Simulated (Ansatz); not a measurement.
rhodium atom (Rh), quartet (core potentials on Rh); PBE/def2-SVP (Ansatz, a first-principles code).

Here is a job for Ansatz.
Ansatz 0.2 input:
```yaml
crystal:
  periodic: [false, false, false]
  atoms:
    - {symbol: Rh, position_ang: [0.00000000, 0.00000000, 0.00000000]}
basis:
  gaussian:
    orbitals: def2-SVP
hamiltonian:
  xc: pbe
magnetization: {spin_polarized: true, initial_magnetization: 3}
```

### Question
Predict the main parts of the log of this Ansatz run.

### Answer

```
Functional definition: PBE
312 factors; their error is unknown
mean field evaluation 1: about -3003.4327 eV, gradient 1.8e1 eV
mean field evaluation 2: about -2992.6719 eV, gradient 4.8e1 eV
mean field evaluation 4: about -3005.6069 eV, gradient 5.8e0 eV
mean field evaluation 8: about -3006.1015 eV, gradient 4.2e-1 eV
mean field evaluation 16: about -3006.0792 eV, gradient 3.4e-4 eV
mean field evaluation 32: about -3005.8562 eV, gradient 7.2e-2 eV
mean field evaluation 64: about -3006.0738 eV, gradient 3.4e0 eV
mean field evaluation 96: about -3006.0792 eV, gradient 4.8e-4 eV
mean field evaluation 128: about -3002.6493 eV, gradient 1.5e1 eV
mean field evaluation 160: about -3004.4200 eV, gradient 2.6e0 eV
mean field evaluation 192: about -3006.0792 eV, gradient 3.1e-3 eV
mean field evaluation 224: about -3004.5085 eV, gradient 3.0e0 eV
mean field evaluation 256: about -3006.0790 eV, gradient 5.0e-2 eV
mean field -3006.07922895 eV, -110.4713740703 hartree, gradient 5.2e-5 eV, S^2 3.750334; 18 other end points of the search recorded, 0 dependent functions left out
reference -3006.07926437 eV, -110.4713753718 hartree; 10, 7 occupied and 21, 24 virtual orbitals, 312 factors
Total energy: -3006.07926437 eV, -110.4713753718 hartree
```
